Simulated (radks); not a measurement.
Results of a calculation; reference values are marked as such.
Problem. The mean radii <r> (bohr) of the occupied orbitals of an atom or ion are listed with their occupations. Level of theory: Dirac Kohn-Sham, PBE, spin-unpolarised, spherical densities, point nucleus (a radial shooting solver on a logarithmic mesh with Libxc functionals).

| orbital | occ. | <r> |
|---|---|---|
| 1s1/2 | 2 | 0.01966 |
| 2s1/2 | 2 | 0.08274 |
| 2p1/2 | 2 | 0.06872 |
| 2p3/2 | 4 | 0.07622 |
| 3s1/2 | 2 | 0.2162 |
| 3p1/2 | 2 | 0.2061 |
| 3p3/2 | 4 | 0.2201 |
| 3d3/2 | 4 | 0.1935 |
| 3d5/2 | 6 | 0.1978 |
| 4s1/2 | 2 | 0.4875 |
| 4p1/2 | 2 | 0.4952 |
| 4p3/2 | 4 | 0.5274 |
| 4d3/2 | 4 | 0.5521 |
| 4d5/2 | 6 | 0.5635 |
| 5s1/2 | 2 | 1.189 |
| 5p1/2 | 2 | 1.328 |
| 5p3/2 | 4 | 1.432 |
| 4f5/2 | 6 | 0.7279 |
| 4f7/2 | 7 | 0.7422 |
| 6s1/2 | 1 | 3.096 |

Name the element and its charge. Open shells, if any, fill j = l - 1/2 first.

Solution. Z = 70, ytterbium, charge +2: Yb2+ in [Xe] 4f13 6s1. The 1s radius gives Z: for a bare nucleus <r> = (2 gamma + 1)/(2Z) with gamma = sqrt(1 - (Z/c)^2), 0.01942 bohr for Z = 70, and screening makes it slightly larger (0.01966 here). The occupations add up to 68, and the charge is Z minus that.
